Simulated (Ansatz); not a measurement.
Total energies of PbF3⁻ from Ansatz at r2SCAN-D4/def2-TZVPD, gas phase (1 Eh = 27.2114 eV = 2625.5 kJ/mol). The reference geometry is relaxed at r2SCAN-D4/def2-TZVPD.

```csv
atom,x (Å),y (Å),z (Å)
Pb1,-0.221,0.778,0.057
F2,-1.558,-0.770,0.617
F3,1.449,0.046,1.140
F4,0.330,-0.054,-1.814
```

```csv
state,geometry,energy (Eh)
charge -1 singlet,reference,-492.71295
charge 0 doublet,reference,-492.52879
charge -1 triplet,relaxed at r2SCAN-D4/def2-TZVPD,-492.58526
charge -1 quintet,relaxed at r2SCAN-D4/def2-TZVPD,-492.39264
```

In the def2 sets Pb takes a core potential; there is no spin–orbit coupling.

(1) Work out the vertical ionisation energy to the doublet.

(2) Which of the charge -1 states is lowest, and how far above it are the others?

(1) E(charge 0 doublet) − E(charge -1 singlet) = -492.52879 − (-492.71295) = 0.18416 Eh = 5.01 eV. For comparison, −ε of the highest occupied level is 2.11 eV at this level, 2.90 eV less.

(2) The singlet. triplet: -492.58526 − (-492.71295) = 0.12769 Eh = 335.3 kJ/mol; quintet: -492.39264 − (-492.71295) = 0.32031 Eh = 841.0 kJ/mol. The quintet has fallen apart, so its energy is that of loose fragments and no spin gap. The quintet differs in its bonds from the reference.

At r2SCAN-D4/def2-TZVPD the highest occupied level of the charge -1 triplet lies above zero (up to 0.97 eV). The electron is either unbound and held by the finite basis, or the level is raised by self-interaction error. At r2SCAN-D4/def2-TZVPD the highest occupied level of the charge -1 quintet lies above zero (up to 0.21 eV).

The structure comes from a short search, and lower isomers may exist.
